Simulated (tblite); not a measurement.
Compound: C7H10SSi.
Geometry (GFN2-xTB, Å), atoms numbered from 1 in this order:
```
atom  x, y, z in Å
C1     0.260    1.754    1.017
C2    -0.352    0.790    0.335
Si3   -2.154    0.783   -0.246
C4    -2.149   -1.127   -0.315
C5    -0.709   -1.490   -0.249
C6     0.205   -0.546    0.062
C7     1.622   -0.845    0.053
C8     2.597    0.204   -0.368
S9     2.168   -2.341    0.445
H10    1.255    1.659    1.422
H11   -0.237    2.689    1.214
H12   -2.320    1.383   -1.572
H13   -3.093    1.344    0.724
H14   -2.611   -1.567   -1.199
H15   -2.667   -1.558    0.545
H16   -0.405   -2.502   -0.480
H17    2.107    1.027   -0.885
H18    3.122    0.596    0.504
H19    3.351   -0.244   -1.015
```

Level: GFN2-xTB in tblite, geometry and Hessian alike; calculated harmonic values, unscaled, isolated species. The method is semi-empirical: single wavenumbers can be off by several per cent or more. Modes of hydrogen on silicon can be 10 to 20 % off. One conformer, not necessarily the lowest.

Harmonic wavenumbers (cm⁻¹): 42.5, 69.5, 148.4, 164.9, 188.1, 244.5, 265.2, 314.5, 359.0, 415.6, 432.0, 476.9, 509.1, 543.9, 580.7, 632.4, 685.2, 713.1, 735.6, 745.1, 774.4, 794.1, 818.2, 904.3, 920.2, 982.1, 1020.6, 1048.1, 1072.5, 1142.0, 1209.1, 1226.8, 1256.3, 1318.5, 1384.1, 1418.8, 1446.7, 1456.8, 1467.7, 1582.1, 1659.9, 2248.8, 2276.0, 2949.3, 2987.1, 2988.5, 3024.2, 3030.4, 3071.7, 3092.2, 3111.6.

A = 2120, B = 809.1, C = 627.1 MHz; mass 154.027 u (most abundant isotopes); point group C1, symmetry number 1.

Question: What is the zero-point energy?

Answer: ½Σν̃ = 30975 cm⁻¹ = 88.56 kcal/mol.

Question: Entropy at 273.15 K, 1 bar (ideal gas, RRHO, classical rotation)?

Answer: Translation 40.60, rotation 29.82, vibration 26.96: S = 97.4 cal/(mol K).

Question: And Cp and H(273.15 K) − H(0)?

Answer: Cp = 39.00 cal/(mol K), of which vibrations give 31.05 (their classical limit is 51 R = 101.3); H(273.15 K) − H(0) = 6.22 kcal/mol without the zero-point energy, 4.05 from vibrations.

Question: Which modes carry the vibrational entropy at 273.15 K?

Answer: 42.5 cm⁻¹: 4.97; 69.5 cm⁻¹: 4.00; 148.4 cm⁻¹: 2.53; 164.9 cm⁻¹: 2.33; 188.1 cm⁻¹: 2.08; 244.5 cm⁻¹: 1.62 cal/(mol K); the other 45 give 9.45 together.

Question: How do the functions run with temperature in this model?

Answer: 
```csv
T (K),S (cal/(mol K)),Cp (cal/(mol K)),H − H(0) (kcal/mol),G − H(0) (kcal/mol),ln q(vib)
100,70.3,18.3,1.26,-5.77,1.61
200,86.6,30.3,3.69,-13.64,4.13
300,101.2,42.0,7.31,-23.04,6.84
500,127.3,60.6,17.71,-45.95,12.39
800,159.9,77.5,38.68,-89.21,20.38
1000,178.0,84.7,54.95,-123.04,25.29
```

q(vib) and H(0) count from the zero-point level.

Hindered rotation and anharmonicity are outside this model. Other conformers, if any are populated, would add a mixing term that is left out. The structure is chiral; the term R ln 2 for an equal mix with its mirror image is left out.
